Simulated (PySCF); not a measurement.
Cartesian coordinates in Å; atom numbers follow the order of the lines, from 1:
```xyz
10

B    -0.657    1.242    0.328
N     0.004   -0.001    0.007
B    -0.667   -0.987   -0.809
B     1.342   -0.255    0.490
H    -1.775    1.439   -0.082
H    -0.082    2.062    1.000
H    -1.784   -0.763   -1.208
H    -0.099   -2.016   -1.079
H     1.894    0.579    1.166
H     1.883   -1.296    0.211
```

Geometry: PBE0-D3(BJ)/def2-SVP; GIAO shifts from PySCF 2.14, gas phase, non-relativistic, averaged over equivalent atoms.

At PBE0/pcSseg-1 (98 basis functions, 4.6 s wall time on 1 thread of an Arm Neoverse V1, shared host):
| atoms | δ (ppm) |
| --- | --- |
| B1/B3/B4 | 65.6 |
| N2 | 245.9 |
| H5/H6/H7/H8/H9/H10 | 6.28 |

Scale: ¹¹B (100.73 ppm) against BF3·OEt2; ¹⁵N (265.67 ppm) vs NH3; ¹H (31.27 ppm) vs TMS (reference shieldings calculated alike).

Q: Estimate the result of repeating the calculation with wB97X-D/pcSseg-2.

A: 
```tsv
atoms	δ at wB97X-D/pcSseg-2	change
B1/B3/B4	64.1	-1.5
N2	233.2	-12.7
H5/H6/H7/H8/H9/H10	6.10	-0.18
```

Referencing at the same level of theory: ¹¹B (σ = 99.96 ppm) against BF3·OEt2; ¹⁵N (σ = 260.06 ppm) vs NH3; TMS for ¹H (σ = 31.36 ppm).

The largest change is at N2 (nitrogen bonded to 3 B). Cost: 228 basis functions, 19 s wall time on 1 thread of an Arm Neoverse V1, shared host.

Experimental scales use liquid or dissolved standards, which lie at an offset from isolated NH3 (liquid NH3: subtract about 20 ppm). Unscaled 15N shifts of sp2 nitrogen come out 20 to 40 ppm too high even then.
